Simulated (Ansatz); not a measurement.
`[SiH3]OCS[SiH3]` and `OCS[SiH3]` differ in one atom or group.

Ansatz, PBE0-D4/def2-TZVP geometries, multiplicity 1. Each molecule was computed in one conformer, which needn't be the lowest.

| property | `[SiH3]OCS[SiH3]` |
| --- | --- |
| HOMO–LUMO gap (PBE/def2-TZVPP) / eV | 5.01 |
| HOMO–LUMO gap (ωB97M-V/def2-TZVPP) / eV | 10.98 |
| LUMO energy (B3LYP/def2-TZVPP) / eV | -0.31 |
| HOMO energy (B3LYP/def2-TZVPP) / eV | -6.94 |
| LUMO energy (PBE/def2-TZVPP) / eV | -0.97 |
| ideal-gas entropy at 298 K and 1 bar (rigid rotor, harmonic PBE0-D4/def2-TZVP) / J/(mol·K) | 402 |

(1) What does the change do to each property? (An estimate is asked.)

Answers

(1) Computed: 
| property | `OCS[SiH3]` | shift |
| --- | --- | --- |
| HOMO–LUMO gap (PBE/def2-TZVPP) / eV | 5.09 | 0.08 |
| HOMO–LUMO gap (ωB97M-V/def2-TZVPP) / eV | 11.13 | 0.15 |
| LUMO energy (B3LYP/def2-TZVPP) / eV | -0.32 | -0.01 |
| HOMO energy (B3LYP/def2-TZVPP) / eV | -7.06 | -0.12 |
| LUMO energy (PBE/def2-TZVPP) / eV | -0.97 | 0.00 |
| ideal-gas entropy at 298 K and 1 bar (rigid rotor, harmonic PBE0-D4/def2-TZVP) / J/(mol·K) | 340 | -62 |

The zero-point energy changes by -40.1 kJ/mol with -9 modes. Modes under 60 cm⁻¹, often nearly free rotors, make the harmonic entropy too high.

B3LYP here is the variant with VWN-RPA as its local correlation; programs differ in this.
